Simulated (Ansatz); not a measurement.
Z-matrix (Å, degrees):
```
Si
C 1 1.822
S 1 2.060 2 57.9
F 1 1.589 2 119.1 3 -109.5
H 1 1.471 2 123.7 3 108.7
H 2 1.086 1 121.8 3 -103.6
H 2 1.086 1 119.6 3 103.5
```

The species carries charge 0 and has multiplicity 1.

Problem. List the ωB97M-V/def2-TZVPP orbital energies in eV (Ansatz 0.2.0). (Estimate.)

Solution. Computed: Occupied: -2426.75, -1808.51, -677.87, -282.33, -220.71, -163.83, -163.74, -163.64, -149.45, -103.60, -103.58, -103.52, -36.43, -25.01, -20.10, -18.21, -15.99, -15.57, -15.35, -14.78, -13.46, -11.48, -10.24, -9.54. Lowest empty: 1.80, 1.94, 2.35, 3.25, 3.54, 4.09, 4.78, 5.71.
